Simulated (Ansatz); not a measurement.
Reaction (cleavage of the Si–Si bond): `F[Si@H](Cl)[Si@@H](F)Cl` + `S[SiH2]Cl` → `F[SiH](Cl)S[SiH2]Cl` + `F[SiH2]Cl`

Program: Ansatz. Geometries: PBE0-D4/def2-TZVP. ΔE: electronic, gas phase. CCSD(T)/CBS adds triple-zeta CCSD(T) − MP2 to the extrapolated MP2 energy (def2 sets, frozen cores). This one scheme is used for every species. DFT in def2-TZVPP. B3LYP here is the variant with VWN-RPA as its local correlation; programs differ in this. Each species was taken in one conformer, which may not be the lowest.

`F[Si@H](Cl)[Si@@H](F)Cl`:

Cartesian coordinates in Å:
```
F -1.206 1.615 1.013
Si -0.915 0.074 0.731
Cl -2.548 -0.735 -0.192
Si 0.915 -0.074 -0.731
F 1.206 -1.615 -1.013
Cl 2.547 0.735 0.192
H -0.725 -0.605 2.032
H 0.725 0.605 -2.032
```

`S[SiH2]Cl`:

Z-matrix (Å, degrees):
```
Si
Cl 1 2.054
S 1 2.120 2 112.9
H 1 1.478 2 108.5 3 -116.6
H 1 1.479 2 106.5 3 122.3
H 3 1.344 1 94.3 2 70.4
```

`F[SiH](Cl)S[SiH2]Cl`:

Cartesian coordinates in Å:
```
F -1.412 -1.168 -0.785
Si -0.029 -0.763 -1.454
Cl 1.294 -2.244 -1.029
S 0.599 1.123 -0.734
Si -0.039 1.029 1.303
Cl 0.983 -0.383 2.373
H -0.201 -0.673 -2.912
H -1.477 0.713 1.395
H 0.281 2.367 1.843
```

`F[SiH2]Cl`:

```xyz
5

F     0.957    1.250   -0.240
Si    0.090   -0.067   -0.044
Cl   -1.715    0.444    0.747
H     0.795   -0.948    0.907
H    -0.127   -0.680   -1.369
```

CCSD(T)/CBS gives -86.2 kJ/mol.

Task: Another level gave -67.4 kJ/mol. Which?
A. ωB97M-V/def2-TZVPP
B. CCSD(T)/def2-TZVPP
C. B3LYP/def2-TZVPP
D. PBE/def2-TZVPP

Result: D. PBE -67.4, CCSD(T)/def2-TZVPP -84.4, ωB97M-V -88.4, B3LYP -72.6 kJ/mol.

Largest T1 diagnostic among the species: 0.011.

From PBE to PBE0 (25 % exact exchange), in def2-TZVPP and without D4, ΔE moves by −6.3 kJ/mol. The D4 term adds −7.8 kJ/mol with B3LYP and −4.3 kJ/mol with PBE0; it sums over pairs of atoms, weighted by their polarisabilities, and B3LYP, whose exchange is more repulsive, gets the larger term.
